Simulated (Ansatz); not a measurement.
**Counterpoise correction, worked out**

The pair of NH$_{4}$⁺ (SMILES [NH4+], atoms 1–5) and GeH$_{4}$ (SMILES [GeH4], atoms 6–10), both closed shells, in one local arrangement (a lower one may exist), relaxed at PBE0-D4/def2-TZVP:

| atom | x (Å) | y (Å) | z (Å) |
| --- | --- | --- | --- |
| N1 | -0.1911 | 0.2290 | -2.0255 |
| H2 | -1.0494 | 0.7417 | -2.2363 |
| H3 | -0.2282 | -0.6921 | -2.4662 |
| H4 | -0.0967 | 0.1170 | -0.9894 |
| H5 | 0.6119 | 0.7470 | -2.3872 |
| Ge6 | 0.1978 | -0.2372 | 2.0927 |
| H7 | 0.0422 | -0.0475 | 0.5387 |
| H8 | -1.2187 | -0.1458 | 2.6540 |
| H9 | 1.1032 | 0.9036 | 2.5496 |
| H10 | 0.8289 | -1.6158 | 2.2695 |

Program: Ansatz 0.2.0. Basis: def2-TZVPPD. Cores are frozen in the correlated methods. Filled d shells of the heavier atoms are correlated. The def2 sets are not built for correlating such inner shells, so the correlated values are less sure here.

CCSD(T) total energies in eV:

| system | geometry | basis functions | energy |
| --- | --- | --- | --- |
| pair | pair | all | -58091.32400 |
| NH$_{4}$⁺ | as in the pair | all (partner as ghosts) | -1546.06185 |
| GeH$_{4}$ | as in the pair | all (partner as ghosts) | -56544.93605 |
| NH$_{4}$⁺ | as in the pair | its own | -1546.05734 |
| GeH$_{4}$ | as in the pair | its own | -56544.90776 |
| NH$_{4}$⁺ | free (PBE0-D4 minimum) | its own | -1546.06872 |
| GeH$_{4}$ | free (PBE0-D4 minimum) | its own | -56544.96249 |

(1) Work out the interaction energy with and without the counterpoise correction, the superposition error, and the binding energy from the relaxed fragments.

The T1 diagnostic stays at or below 0.012.

Answers

(1) Without correction: -58091.32400 − (-1546.05734) − (-56544.90776) = -0.35890 eV.
With correction (each fragment in the whole basis): -58091.32400 − (-1546.06185) − (-56544.93605) = -0.32610 eV = -7.52 kcal/mol.
The superposition error is the difference, 0.03280 eV, 9 % of the uncorrected value: each fragment borrows its partner's functions.
Deformation from the free shapes: 0.01138 eV for NH$_{4}$⁺ and 0.05473 eV for GeH$_{4}$.
Binding energy from relaxed fragments: -0.32610 + 0.01138 + 0.05473 = -0.25999 eV = -6.00 kcal/mol (electronic, without zero-point energy; negative means bound). For comparison, the corrected interaction energy by CCSD(T) at an estimated basis limit (MP2 extrapolated from triple and quadruple zeta, plus CCSD(T) − MP2 in triple zeta) is -0.329 eV; triple zeta with the correction binds less.

For scale, one of the runs: CCSD(T)/def2-TZVPPD, 227 basis functions, launched by `ansatz run in.yaml --threads 4 --pin off --events-out ev --progress --plain --max-ram 9574MiB`. Time: 58 s of wall clock on 4 CPU threads of an Arm Neoverse V2; the host was shared. Peak host memory: 3.7 GiB.
